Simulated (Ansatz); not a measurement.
Consider the formal exchange of groups at the Sn–O bond: `[SiH3][O][SnH3]` + fluoromethane → `F[CH2][SnH3]` + silanol.

Isolated molecules relaxed with PBE0-D4/def2-TZVP in Ansatz; ΔE leaves out vibrations. CCSD(T)/CBS adds triple-zeta CCSD(T) − MP2 to the extrapolated MP2 energy (def2 sets, frozen cores). This one scheme is used for every species. Functionals use def2-TZVPP. HSE06 is defined as in plane-wave codes. Elements past krypton have def2 core potentials. For Sn outer-core shells are correlated without core-valence functions, which leaves a few kJ/mol of doubt a bond.

Is it downhill or uphill in electronic energy at CCSD(T)/CBS, and by how much? (Best estimate.)

Computed: Uphill: ΔE = +74.6 kJ/mol.

What do these levels give: revPBE-D4, BLYP-D4, BHLYP-D4, ωB97X-V, PBE-QIDH, PBE0, HSE06, RPA@PBE/def2-TZVPP, HF/def2-SVP, CCSD/def2-SVP, MP2/def2-TZVPP, CCSD/def2-TZVPP? (An estimate is asked.)

Ansatz gave: revPBE-D4 62.9, BLYP-D4 70.9, BHLYP-D4 81.7, ωB97X-V 73.3, PBE-QIDH 71.4, PBE0 64.1, HSE06 63.9, RPA@PBE/def2-TZVPP 73.2, HF/def2-SVP 91.7, CCSD/def2-SVP 83.2, MP2/def2-TZVPP 74.0, CCSD/def2-TZVPP 73.6 kJ/mol.

Largest T1 diagnostic among the species: 0.013.

From BLYP to BHLYP (50 % exact exchange), in def2-TZVPP and without D4, ΔE moves by +10.2 kJ/mol. At CCSD(T), def2-SVP lies +7.7 kJ/mol from the extrapolated value and def2-TZVPP −2.3 kJ/mol.
